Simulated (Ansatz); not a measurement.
```yaml
crystal:
  periodic: [false, false, false]
  atoms:
    - {symbol: Si, position_ang: [-1.773019, 1.604297, -0.497069]}
    - {symbol: Ge, position_ang: [-0.379040, 0.931483, 1.308165]}
    - {symbol: D, position_ang: [1.564442, -0.249577, 0.460527]}
    - {symbol: Si, position_ang: [0.877749, -2.119271, -0.838501]}
    - {symbol: H, position_ang: [-2.222309, 0.402318, -1.248972]}
    - {symbol: H, position_ang: [-2.968546, 2.343478, -0.011844]}
    - {symbol: H, position_ang: [-1.005093, 2.482468, -1.419277]}
    - {symbol: H, position_ang: [-1.159719, -0.007205, 2.248024]}
    - {symbol: H, position_ang: [0.064592, 2.156452, 2.129819]}
    - {symbol: H, position_ang: [2.391219, 0.715570, -0.410619]}
    - {symbol: H, position_ang: [2.455712, -0.707167, 1.630466]}
    - {symbol: H, position_ang: [0.047928, -3.028773, -0.004457]}
    - {symbol: H, position_ang: [2.047164, -2.876004, -1.359083]}
    - {symbol: H, position_ang: [0.058910, -1.648068, -1.987171]}
basis:
  gaussian: {orbitals: STO-3G}
total_charge: 1
magnetization: {spin_polarized: true, initial_magnetization: 1}
hamiltonian: {xc: {name: B3LYP}, pseudopotentials: {relativity: none}}
```

```sh
$ ansatz run in.yaml --threads 4 --pin off --events-out ev --progress --plain --max-ram 11315MiB
```

Q: How does Ansatz answer? (Estimate.)

A: Computed: The input was rejected before any iteration.
```
Error: YAML parse error: error: line 6 column 16: `D` is not an element symbol (H … Og, case-exact)
 --> <input>:6:16
4 |     - {symbol: Si, position_ang: [-1.773019, 1.604297, -0.497069]}
5 |     - {symbol: Ge, position_ang: [-0.379040, 0.931483, 1.308165]}
6 |     - {symbol: D, position_ang: [1.564442, -0.249577, 0.460527]}
7 |     - {symbol: Si, position_ang: [0.877749, -2.119271, -0.838501]}
8 |     - {symbol: H, position_ang: [-2.222309, 0.402318, -1.248972]}
```

B3LYP here is the variant with VWN-RPA as its local correlation; programs differ in this.
